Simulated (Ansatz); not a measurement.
A structure relaxed at PBE0-D4/def2-TZVP, charge 0, multiplicity 1:

```xyz
28

C    -2.212    0.699    2.828
O    -1.109    0.215    2.095
Sn   -1.331   -0.681    0.378
F    -2.818   -1.868    0.691
C     0.440   -1.610   -0.261
Si    1.844   -0.397   -0.631
C     2.221    0.569    0.924
C     1.301    0.738   -2.013
C     3.339   -1.395   -1.155
O    -2.037    0.559   -0.951
C    -3.350    1.069   -0.870
H    -1.871    0.925    3.842
H    -3.024   -0.033    2.897
H    -2.615    1.623    2.394
H     0.719   -2.307    0.534
H     0.177   -2.195   -1.146
H     3.005    1.308    0.737
H     2.569   -0.092    1.722
H     1.341    1.098    1.301
H     0.376    1.265   -1.766
H     1.122    0.176   -2.934
H     2.073    1.484   -2.223
H     4.182   -0.736   -1.382
H     3.656   -2.080   -0.365
H     3.128   -1.986   -2.050
H    -4.089    0.290   -0.649
H    -3.602    1.511   -1.838
H    -3.435    1.853   -0.108
```

Question: Give its formula and SMILES.

Answer: C6H17FO2SiSn, `C[O][Sn]([F])([CH2][Si](C)(C)C)[O]C`.

Question: Point group (tolerance 0.08 Å, 0.16 Å for H)?

Answer: C1.

Question: Summarise the bond lengths by kind.

Answer: 2 × C–O 1.410 Å; 17 × C–H 1.093 to 1.097 Å; 2 × O–Sn 1.950 Å; 1 × F–Sn 1.928 Å; 1 × C–Sn 2.100 Å; 4 × C–Si 1.869 to 1.892 Å.

Results of the Gaussian-basis code of Ansatz.
